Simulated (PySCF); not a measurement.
# NMR parameters from quadrupole coupling constants

Compound: C₅H₇ClO₂.
Numbering: `[O:1]=[C:2]1[CH2:3][CH2:4][C@H:5]([Cl:6])[CH2:7][O:8]1` (hydrogens: H9, H10 on C3; H11, H12 on C4; H13 on C5; H14, H15 on C7)

Cartesian coordinates in Å at the GFN2-xTB level; atoms count from 1:
```
atom  x, y, z in Å
O1     2.034   -1.437    1.408
C2     1.149   -0.747    0.994
C3     1.310    0.335   -0.053
C4     0.280    0.115   -1.166
C5    -1.134   -0.028   -0.588
Cl6   -2.188    1.328   -1.092
C7    -1.101   -0.039    0.944
O8    -0.112   -0.919    1.434
H9     1.163    1.311    0.416
H10    2.324    0.293   -0.448
H11    0.319    0.944   -1.872
H12    0.540   -0.796   -1.708
H13   -1.617   -0.934   -0.959
H14   -0.923    0.978    1.314
H15   -2.048   -0.397    1.353
```

Computed at PBE0/pcSseg-1 (PySCF, non-relativistic):

```csv
atom,environment,nucleus,spin I,Q (b),CQ = χzz (MHz),η
O1,ester carbonyl oxygen,17O,5/2,-0.0256,10.229,0.251
Cl6,alkyl chlorine,35Cl,3/2,-0.0817,-75.394,0.019
O8,ester single-bonded oxygen,17O,5/2,-0.0256,-10.391,0.413
```

Recover the principal values of the field gradient from CQ = 234.96 MHz × Q × Vzz, η = (Vxx − Vyy)/Vzz and a zero trace.

The tensor is traceless, so η fixes the two smaller values:

```
atom  Vxx (au)  Vyy (au)  Vzz (au)  Vzz (10²¹ V/m²)
  O1     0.637     1.063    -1.701           -16.52
 Cl6    -1.926    -2.002     3.927            38.16
  O8    -0.507    -1.220     1.727            16.79
```

PQ = |CQ|√(1 + η²/3), νQ = 3|CQ|/[2I(2I − 1)], ν0 = |g|·7.62259 MHz/T·B with g(17O) = −0.75752, g(35Cl) = 0.54792: values at 18.8 T?

```
atom  PQ (MHz)  νQ (MHz)  ν0 (MHz)  νQ/ν0
  O1     10.34     1.534    108.56  0.014
 Cl6     75.40     37.70     78.52  0.480
  O8     10.68     1.559    108.56  0.014
```

For O1: PQ = 10.23 × 1.0104, νQ = 10.23 × 0.1500, ν0 = 5.7742 MHz/T × 18.8 T.

For Cl6 νQ isn't small against ν0, so the high-field expansions of solid-state NMR fail there at this field.

Second-order quadrupolar shift of the central transition's centre of gravity (half-integer spins, νQ < ν0/10) at 18.8 and 23.5 T.

δ = −(3/40)(PQ/ν0)² [I(I + 1) − 3/4]/[I²(2I − 1)²], in ppm:

| site | 18.8 T | 23.5 T |
| --- | --- | --- |
| 17O at O1 | -54.4 | -34.8 |
| 17O at O8 | -58.1 | -37.2 |

The couplings are those of the rigid, isolated species; surroundings and motion change them. GFN2-xTB bond lengths can be off by several hundredths of an ångström, more for odd bonds, and the gradients follow them. With a basis this small, the couplings can be 20 % off.

One conformer stands for the species.
